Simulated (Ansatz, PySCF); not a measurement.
This PySCF input computes a B3LYP/def2-TZVPD energy:

```python
from pyscf import gto, scf, dft

mol = gto.M(
    atom='''
    Ge    0.06687803   -0.59132990   -0.00140343
    O     1.70323732   -0.62966900   -0.36875830
    Cl   -0.84841036    1.54454633    0.15527826
    H    -0.94737056   -1.17697927   -1.04822927
    H    -0.39564896   -1.12039959    1.40347513
    ''',
    basis='def2-tzvpd',
    charge=-1,
    spin=0,
    verbose=4,
)

mf = dft.RKS(mol, xc='b3lyp').density_fit(auxbasis='def2-universal-jkfit')
mf.grids.level = 3
mf.conv_tol = 1e-9
mf.max_cycle = 100
mf.max_memory = 1500
mf.kernel()
if not mf.converged:
    mf = mf.newton()
    mf.kernel(mf.make_rdm1())
mf.analyze()
```

Q: Write an input for the same energy in Ansatz (an electronic-structure program) and say what it gives.

A: 
Ansatz 0.2 input:
```yaml
crystal:
  periodic: [false, false, false]
  atoms:
    - {symbol: Ge, position_ang: [0.06687803, -0.59132990, -0.00140343]}
    - {symbol: O, position_ang: [1.70323732, -0.62966900, -0.36875830]}
    - {symbol: Cl, position_ang: [-0.84841036, 1.54454633, 0.15527826]}
    - {symbol: H, position_ang: [-0.94737056, -1.17697927, -1.04822927]}
    - {symbol: H, position_ang: [-0.39564896, -1.12039959, 1.40347513]}
basis:
  gaussian:
    orbitals: def2-TZVPD
hamiltonian:
  xc: {name: B3LYP}
total_charge: -1
output: {forces: true}
```
It gives -2613.84150 Eh, and PySCF -2613.84157 Eh, a difference of 0.07 mEh, from the treatment of integrals and grids.

It need not be the lowest isomer of its formula. Whether it binds its extra electron was not tested at this geometry.
